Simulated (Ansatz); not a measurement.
Ge9NH16⁺, a doped cluster cut from the lattice of germanium (N on a surface site). The state is a triplet with charge 1. Geometry r2SCAN-D4/def2-SVP, that of the neutral doublet; atoms count from 1.

```xyz
26

Ge    0.866   -1.491    2.603
Ge    0.797    2.298    1.329
Ge    2.501   -0.511   -0.920
Ge   -1.140   -2.095   -1.115
Ge   -0.563    1.569   -2.310
Ge   -2.541    0.223    0.773
Ge    2.049    0.216    1.354
N    -1.549   -1.336    0.536
Ge   -1.203    2.082   -0.026
Ge    0.452   -0.634   -2.216
H     1.508   -1.697    4.002
H     0.879   -2.852    1.870
H     0.408    2.691    2.769
H     1.676    3.429    0.755
H     3.188   -1.891   -0.899
H     3.463    0.486   -1.601
H    -0.555   -3.483   -0.797
H    -2.410   -2.276   -1.983
H     0.421    2.618   -2.867
H    -1.807    1.543   -3.221
H    -2.829    0.304    2.283
H    -3.888    0.151    0.011
H     3.400    0.504    2.054
H    -1.821   -2.049    1.214
H    -2.045    3.375    0.036
H     0.742   -1.173   -3.634
```

Single mean-field runs in def2-TZVP are fitted with def2-universal-jkfit. At PBE0-D4/def2-TZVP a singlet of charge 1 lies 3.89 eV below the triplet, each at its own geometry.

Estimate the Mulliken populations from the PBE0/def2-TZVP orbitals of Ansatz.


```csv
atom,charge (e),spin (α − β)
Ge1,-0.08,0.91
Ge2,0.03,0.00
Ge3,0.03,0.01
Ge4,0.16,0.01
Ge5,0.01,0.01
Ge6,0.16,0.01
Ge7,-0.18,0.03
N8,-0.41,0.52
Ge9,-0.16,0.08
Ge10,-0.16,0.07
H11,0.09,0.04
H12,0.05,0.01
H13,0.07,0.00
H14,0.08,0.02
H15,0.07,0.00
H16,0.08,0.03
H17,0.09,0.00
H18,0.11,0.09
H19,0.09,0.03
H20,0.07,0.00
H21,0.09,0.00
H22,0.11,0.09
H23,0.10,0.03
H24,0.30,0.00
H25,0.10,0.00
H26,0.10,0.01
```
Mulliken values depend strongly on the basis.

Where does the spin sit?

Summed by element: Ge 1.14, N 0.52, H 0.34, of 2 unpaired in all. Largest on single atoms: Ge1 0.91, N8 0.52, H22 0.09.

And the Mayer bond orders between heavy atoms (over 0.3)?

Ge1–Ge7 0.87 (2.42 Å); Ge2–Ge7 0.85 (2.43 Å); Ge2–Ge9 0.85 (2.43 Å); Ge3–Ge7 0.84 (2.43 Å); Ge3–Ge10 0.86 (2.43 Å); Ge4–N8 0.89 (1.86 Å); Ge4–Ge10 0.79 (2.42 Å); Ge5–Ge9 0.85 (2.43 Å); Ge5–Ge10 0.85 (2.43 Å); Ge6–N8 0.90 (1.86 Å); Ge6–Ge9 0.79 (2.43 Å).
